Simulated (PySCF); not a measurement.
Mean harmonic wavenumber (cm⁻¹) of eight silicon and germanium compounds: PBE-D3(BJ) beside B3LYP-D3(BJ), computed with PySCF for isolated molecules in the bases named; differences from unrounded values. The eight are the first of their class met in an unordered collection, after screening for sound electronic states; none was chosen by its value. Each level has its own optimised geometry.

| molecule | basis | B3LYP-D3(BJ) | PBE-D3(BJ) | difference |
|---|---|---|---|---|
| CH7ClFNSi2, SMILES CN[SiH2][Si@@H](F)Cl | def2-SVP | 1134 | 1102 | -33 |
| H9N3Si2, SMILES N[SiH2]N[SiH2]N | def2-SVP | 1258 | 1225 | -33 |
| C3H7NOSi, SMILES [SiH2]1OC=CCN1 | def2-SVP | 1322 | 1283 | -39 |
| H7NOSi2, SMILES N[SiH2]O[SiH3] | def2-SVP | 1188 | 1154 | -34 |
| CH₁₀N₂Si₂, SMILES NC[SiH2][SiH2]N | def2-SVP | 1285 | 1251 | -34 |
| C4H6Ge, SMILES C#C[C](=C)[GeH3] | def2-SVP | 1212 | 1176 | -36 |
| C2H4ClNSi, SMILES N#CC[SiH2]Cl | def2-SVP | 1148 | 1113 | -35 |
| CH5ClF2Si2, SMILES FC[Si@H](F)[SiH2]Cl | def2-SVP | 992 | 960 | -32 |

PBE-D3(BJ) lies below B3LYP-D3(BJ) in 8 and above it in 0 of the eight; the mean signed difference is -34 and the largest -39 cm⁻¹.
